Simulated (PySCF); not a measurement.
A structure optimised at PBE-D3(BJ)/def2-SVP, used in a PySCF frequency run:

```
Zn
Br 1 2.2371
Br 1 2.2371 2 180.00
```
Charge 0, spin multiplicity 1.

Q: Write its SMILES, formula and point group.

A: [Br][Zn][Br], Br₂Zn, D∞h

Q: What are its rotational constants (standard atomic weights)?

A: 0.63191 GHz (linear rotor, B only)
